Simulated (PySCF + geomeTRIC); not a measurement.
Species: H8N4Si, SMILES `N[Si](N)(N)N` (charge 0, multiplicity 1).

Q: Give a relaxed geometry from TPSSh-D3(BJ)/def2-TZVP (PySCF + geomeTRIC).

A: One answer among several that fit: the end point of this relaxation, one of several conformers (outside a Z-matrix the atoms follow the SMILES, hydrogens last).
Bonded distances (Å): N1–Si2 1.722, N1–H6 1.010, N1–H7 1.009, Si2–N3 1.722, Si2–N4 1.722, Si2–N5 1.721, N3–H8 1.009, N3–H9 1.010, N4–H10 1.009, N4–H11 1.010, N5–H12 1.010, N5–H13 1.009. Bond angles (°): Si2–N1–H6 120.0, Si2–N1–H7 120.2, H6–N1–H7 111.1, N1–Si2–N3 113.3, N1–Si2–N4 102.0, N1–Si2–N5 113.3, N3–Si2–N4 113.3, N3–Si2–N5 102.0, N4–Si2–N5 113.3, Si2–N3–H8 120.2, Si2–N3–H9 120.0, H8–N3–H9 111.1, Si2–N4–H10 120.2, Si2–N4–H11 120.0, H10–N4–H11 111.1, Si2–N5–H12 120.0, Si2–N5–H13 120.3, H12–N5–H13 111.1.
